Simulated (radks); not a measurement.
Values are calculated unless marked as measured or tabulated.
Excited configurations of S11+: one electron is placed in a higher orbital outside [He] 2s2. The ground configuration is [He] 2s2 2p1. Code: a radial shooting solver on a logarithmic mesh with Libxc functionals. Model: scalar-relativistic Kohn-Sham, PBE, spin-unpolarised, spherical densities, point nucleus. Excitation = E - E(ground); binding = E(ion) - E, where the ion is the core of charge +12; n* = 12/sqrt(2 binding) in atomic units. These energies are relativistic, and a one-electron ion of charge +12 with no core already has n* below n in this formula (scalar-relativistic equation, point nucleus: 3s 2.997, 3p 2.998, 3d 2.999, 4d 3.999, 4f 4.000, 5s 4.997, 5d 4.999, 5f 4.999, 7d 6.999, 7f 6.999). The quantum defect is therefore taken as that value minus n*, so that it holds no relativistic shift of the bare ion.

| outer orbital | excitation (eV) | binding (eV) | n* | quantum defect |
|---|---|---|---|---|
| 3s | 315.29 | 246.67 | 2.818 | 0.179 |
| 3p | 326.20 | 235.76 | 2.883 | 0.116 |
| 3d | 337.24 | 224.72 | 2.953 | 0.047 |
| 4d | 435.43 | 126.53 | 3.935 | 0.064 |
| 4f | 439.45 | 122.51 | 3.999 | 0.001 |
| 5s | 476.90 | 85.061 | 4.799 | 0.197 |
| 5d | 481.12 | 80.840 | 4.923 | 0.076 |
| 5f | 482.67 | 79.290 | 4.971 | 0.029 |
| 7d | 520.76 | 41.200 | 6.896 | 0.103 |
| 7f | 521.24 | 40.719 | 6.937 | 0.063 |

The Delta-SCF ionisation energy is 561.96 eV (NIST Atomic Spectra Database: 564.41 eV, semi-empirical). Self-interaction in the functional shifts the binding energies and quantum defects, so they are the method's values and not measured ones. Spin polarisation and multiplet splitting are left out, so open shells lie too high by an amount that depends on their filling.

Beside tabulated values, note that spin-unpolarised runs miss the spin-polarisation part of the exchange energy of open shells.
